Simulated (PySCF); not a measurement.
# Fractional electron number in Nd²⁺ (neodymium, charge +2)

The 4f alpha orbital of [Xe] 4f4 is emptied in steps (occupation f), with all orbitals relaxed, ending at [Xe] 4f3. All numbers are calculated (PySCF 2.14, a scalar-relativistic core potential, in def2-TZVP with the def2 core potential (28 electrons) (10s7p5d4f1g, 93 functions)). The exact energy is a straight line in f; departures are measured from the line between the end points of the same method.

```
   f  PBE0 (eV)  r2SCAN (eV)  LC-wPBE (eV)
   1      0.000        0.000         0.000
0.75     -0.914       -1.351        -0.457
 0.5     -1.228       -1.814        -0.624
0.25     -0.928       -1.366        -0.477
   0      0.000        0.000         0.000
```

```tsv
method	E(f=0) − E(f=1) (eV)	−ε at f=1 (eV)	−ε at f=0.5 (eV)
PBE0	22.919	18.090	22.883
r2SCAN	22.756	15.606	22.716
LC-wPBE	23.179	20.797	23.126
```

Orbital energy along the path (eV):

```
   f     PBE0   r2SCAN  LC-wPBE
   1  -18.090  -15.606  -20.797
0.75  -20.451  -19.112  -21.917
 0.5  -22.883  -22.716  -23.126
0.25  -25.371  -26.384  -24.414
   0  -27.893  -30.043  -25.766
```

Reference removal energy between the ground levels: 22.09 ± 0.04 eV (semi-empirical (NIST evaluation); NIST Atomic Spectra Database, ionization energies). The calculation has no spin-orbit coupling. The determinant left behind need not be the lowest term of the ion.
